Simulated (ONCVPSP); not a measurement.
**Pseudopotential generation for N (Z = 7): ONCV, PBE, scalar-relativistic.**

N (Z = 7), optimised norm-conserving Vanderbilt (ONCV), made with ONCVPSP 4.0.1 (PBE, scalar-relativistic). Core [He], reference 2s1 2p4. Waves: 2s: rc 0.70 bohr, ncon 3, nbas 6, qcut 7.8 1/bohr, 2 projectors, debl 3.4 Ha; 2p: rc 1.50 bohr, ncon 3, nbas 6, qcut 8.7 1/bohr, 2 projectors, debl 2.1 Ha; d scattering state at 0.05 Ha: rc 1.35 bohr, ncon 5, nbas 8, qcut 8 1/bohr, 2 projectors, debl 3.2 Ha. Local part: polynomial inside 0.55 bohr (lpopt 5, dvloc0 -1 Ha). Core correction: Teter function fitted to the true core (icmod 2), fcfact 0.55.

All-electron outer shells of the reference configuration (PBE, scalar-relativistic, ld1.x):

```json
{"shell": "1s", "level (eV)": "-385.55", "outermost node (bohr)": "–", "outermost maximum (bohr)": "0.15"}
{"shell": "2s", "level (eV)": "-19.03", "outermost node (bohr)": "0.32", "outermost maximum (bohr)": "1.02"}
{"shell": "2p", "level (eV)": "-7.51", "outermost node (bohr)": "–", "outermost maximum (bohr)": "0.97"}
```

**Question.** Estimate the cutoffs (Ha) at which the residual kinetic energy of the hardest occupied pseudo-wave falls to 1 and 0.1 mHa per electron.

**Answer.** 30 Ha and 175 Ha.

**Question.** What does a ghost test show?

**Answer.** No bound ghost flagged; GHOST(+) flagged for d at 164.2 eV, s at 409.3 eV.

**Question.** Which valence shell sets the plane-wave cutoff?

**Answer.** 2s: 30 Ha for 1 mHa per electron, against 25 Ha for 2p.

**Question.** Tests: 2s2 2p3; 2s2 2p2; 2s2 2p1; 2s0 2p5. Which has the largest error in its energy relative to the reference configuration, and how large is it?

**Answer.** 2s2 2p1, with +261 meV (all-electron minus pseudo) on +30.94 eV.
